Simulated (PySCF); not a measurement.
## Vibration and rotation of RbLi

RHF-CCSD(T) constants of RbLi, ¹Σ⁺ (singlet), closed shell (basis Rb def2-SVP with ECP28, Li def2-SVP; scalar-relativistic core potentials; PySCF 2.14; masses 84.9118 and 7.0160 u):

* ωe: 178.9 cm⁻¹
* ωexe: 1.16 cm⁻¹
* Be: 0.20379 cm⁻¹
* αe: 0.00154 cm⁻¹
* D (centrifugal): 1.06e-06 cm⁻¹
* De to Rb + Li: 0.59 eV

Question: Give the vibrational terms G(v) and spacings up to v = 6.

Answer: G(v) = ωe(v+½) − ωexe(v+½)².

| v | G(v) (cm⁻¹) | G(v) − G(v−1) | Bv (cm⁻¹) |
| --- | --- | --- | --- |
| 0 | 89.2 |  | 0.2030 |
| 1 | 265.7 | 176.6 | 0.2015 |
| 2 | 440.0 | 174.3 | 0.1999 |
| 3 | 611.9 | 171.9 | 0.1984 |
| 4 | 781.6 | 169.6 | 0.1969 |
| 5 | 948.9 | 167.3 | 0.1953 |
| 6 | 1113.8 | 165.0 | 0.1938 |

Question: How well does the Morse estimate ωe²/(4ωexe) reproduce De, and what is D0?

Answer: It gives 0.86 eV, 145 % of the computed De. D0 = De − G(0) = 0.59 − 0.01 = 0.58 eV.

Correlated steps freeze no core orbitals. Correlated levels converge slowly with the basis: in double zeta they bind strong bonds too weakly, by up to about 1 eV, and carry superposition errors of some tenths. Where the molecule has an RHF reference, its open-shell atoms are computed with UHF.
